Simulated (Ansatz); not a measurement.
C2H5ClO2Si (`O=CC(Cl)O[SiH3]`), relaxed with RKS PBE-D4/def2-SVP in Ansatz from a rough embedded geometry. The force threshold is 0.03 eV/Å; the program also tests the step.

Total charge 0; spin multiplicity 1.

Start:

```xyz
11

O     2.493   -0.186    0.043
C     1.521    0.338    0.721
C     0.157   -0.323    0.970
Cl   -0.072   -0.406    2.672
O    -0.903    0.344    0.372
Si   -1.215    0.118   -1.266
H     1.635    1.328    1.130
H     0.220   -1.427    0.612
H    -0.112    0.775   -2.070
H    -1.227   -1.322   -1.552
H    -2.497    0.761   -1.633
```

```json
{"step": "1", "energy (eV)": "-26622.0902", "largest force (eV/Å)": "5.238", "largest move (Å)": "0.000"}
{"step": "2", "energy (eV)": "-26622.4765", "largest force (eV/Å)": "1.979", "largest move (Å)": "0.080"}
{"step": "3 (rejected)", "energy (eV)": "-26622.4655", "largest force (eV/Å)": "1.345", "largest move (Å)": "0.149"}
{"step": "4", "energy (eV)": "-26622.5492", "largest force (eV/Å)": "0.381", "largest move (Å)": "0.071"}
{"step": "5", "energy (eV)": "-26622.5563", "largest force (eV/Å)": "0.189", "largest move (Å)": "0.026"}
{"step": "6", "energy (eV)": "-26622.5641", "largest force (eV/Å)": "0.241", "largest move (Å)": "0.146"}
{"step": "7", "energy (eV)": "-26622.5678", "largest force (eV/Å)": "0.134", "largest move (Å)": "0.036"}
{"step": "8", "energy (eV)": "-26622.5712", "largest force (eV/Å)": "0.148", "largest move (Å)": "0.071"}
{"step": "9", "energy (eV)": "-26622.5743", "largest force (eV/Å)": "0.251", "largest move (Å)": "0.116"}
{"step": "10", "energy (eV)": "-26622.5773", "largest force (eV/Å)": "0.214", "largest move (Å)": "0.053"}
{"step": "11", "energy (eV)": "-26622.5828", "largest force (eV/Å)": "0.231", "largest move (Å)": "0.122"}
{"step": "13", "energy (eV)": "-26622.5980", "largest force (eV/Å)": "0.427", "largest move (Å)": "0.141"}
{"step": "15", "energy (eV)": "-26622.6129", "largest force (eV/Å)": "0.436", "largest move (Å)": "0.162"}
{"step": "17 (rejected)", "energy (eV)": "-26622.6151", "largest force (eV/Å)": "0.781", "largest move (Å)": "0.200"}
{"step": "19", "energy (eV)": "-26622.6439", "largest force (eV/Å)": "0.296", "largest move (Å)": "0.088"}
{"step": "21", "energy (eV)": "-26622.6487", "largest force (eV/Å)": "0.105", "largest move (Å)": "0.081"}
{"step": "23", "energy (eV)": "-26622.6526", "largest force (eV/Å)": "0.227", "largest move (Å)": "0.196"}
{"step": "25", "energy (eV)": "-26622.6637", "largest force (eV/Å)": "0.223", "largest move (Å)": "0.158"}
{"step": "27", "energy (eV)": "-26622.6752", "largest force (eV/Å)": "0.121", "largest move (Å)": "0.033"}
{"step": "29", "energy (eV)": "-26622.6849", "largest force (eV/Å)": "0.220", "largest move (Å)": "0.195"}
{"step": "31", "energy (eV)": "-26622.6922", "largest force (eV/Å)": "0.093", "largest move (Å)": "0.018"}
{"step": "33", "energy (eV)": "-26622.6946", "largest force (eV/Å)": "0.023", "largest move (Å)": "0.040"}
{"step": "34", "energy (eV)": "-26622.6951", "largest force (eV/Å)": "0.028", "largest move (Å)": "0.057"}
```

End:

```xyz
11

O     2.833    0.385    1.242
C     1.629    0.502    1.264
C     0.686   -0.270    0.341
Cl   -0.066   -1.556    1.449
O    -0.254    0.584   -0.173
Si   -1.531    0.088   -1.200
H     1.072    1.189    1.968
H     1.253   -0.849   -0.420
H    -1.007   -0.940   -2.166
H    -2.668   -0.473   -0.399
H    -1.946    1.341   -1.905
```

Hardware: 4 threads of an Arm Neoverse V1 on a shared host. Wall time 48 s, peak host memory 0.17 GiB.
